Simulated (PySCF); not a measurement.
Question: Write Cartesian coordinates for `C/C=C(C#N)/C=C(/C)F` as optimised with PBE0-D3(BJ)/def2-SVP.

Answer: 
```xyz
17
C7H8FN angstrom
C     -3.1137    0.1913   -0.1727
C     -1.6786    0.5539   -0.2794
C     -0.6288   -0.1391    0.2280
C     -0.8993   -1.3543    0.9477
N     -1.1843   -2.3231    1.5169
C      0.7437    0.3253    0.0518
C      1.8751   -0.2496    0.4878
C      3.2573    0.2463    0.2813
F      1.8380   -1.3876    1.1810
H     -3.6782    0.9910    0.3362
H     -3.2666   -0.7472    0.3772
H     -3.5618    0.0877   -1.1752
H     -1.4384    1.4759   -0.8217
H      0.8570    1.2570   -0.5052
H      3.8457   -0.4931   -0.2859
H      3.7596    0.3836    1.2523
H      3.2632    1.1988   -0.2626
```

Orientation and origin are arbitrary. Atoms count from 1 in this order. The 9 heavy atoms lie in one plane (0.003 Å rms). The C–C distances run from 1.342 Å (C6=C7, drawn double) to 1.484 Å (C1–C2, drawn single), a spread of 0.142 Å. Of the pairs four or more bonds apart, C4···H11 is among the closest relative to their van der Waals radii: 2.51 Å, 87 % of the sum of Bondi's values.

Bonds between heavy atoms (Å): C1–C2 1.484, C2=C3 1.356, C3–C4 1.438, C4≡N5 1.159, C3–C6 1.460, C6=C7 1.342, C7–C8 1.483, C7–F9 1.333.

Theory: PBE0-D3(BJ)/def2-SVP geometry optimisation, gas phase in PySCF.

No frequency check. The numbers are those of one conformer (C2–C3–C6–C7 180°).
